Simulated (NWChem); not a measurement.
Basis-set convergence for H$_{2}$FNSi

```xyz
5

Si    -0.1471    -0.6281     0.0000
F     -1.1920     0.6444     0.0000
N      1.3131     0.2688     0.0000
H      1.3676     1.2848     0.0000
H      2.2273    -0.1719     0.0000
```
Charge 0, spin multiplicity 1.

All runs are NWChem calculations. All single points use one geometry, from PBE0/def2-SVP, a minimum by its harmonic frequencies. It is one conformer; others weren't searched.

Quantity: LUMO energy at the level PBE.

The Pople sets run with spherical d functions. The structure started from a generated list of species.

```json
[
 {"basis": "STO-3G", "functions": "21", "LUMO energy (eV)": "2.92"},
 {"basis": "3-21G", "functions": "35", "LUMO energy (eV)": "(withheld)"},
 {"basis": "cc-pVDZ", "functions": "56", "LUMO energy (eV)": "(withheld)"},
 {"basis": "pcseg-1", "functions": "56", "LUMO energy (eV)": "(withheld)"},
 {"basis": "6-31+G*", "functions": "62", "LUMO energy (eV)": "-2.14"},
 {"basis": "aug-cc-pVDZ", "functions": "91", "LUMO energy (eV)": "-2.16"},
 {"basis": "aug-pcseg-1", "functions": "91", "LUMO energy (eV)": "-2.19"},
 {"basis": "cc-pVTZ", "functions": "122", "LUMO energy (eV)": "-1.93"},
 {"basis": "def2-TZVPD", "functions": "138", "LUMO energy (eV)": "-2.12"},
 {"basis": "def2-QZVP", "functions": "244", "LUMO energy (eV)": "-2.09"}
]
```

Q: What belongs in the gaps?

A: 
- 3-21G, LUMO energy (eV): -1.48
- cc-pVDZ, LUMO energy (eV): -1.72
- pcseg-1, LUMO energy (eV): -1.96
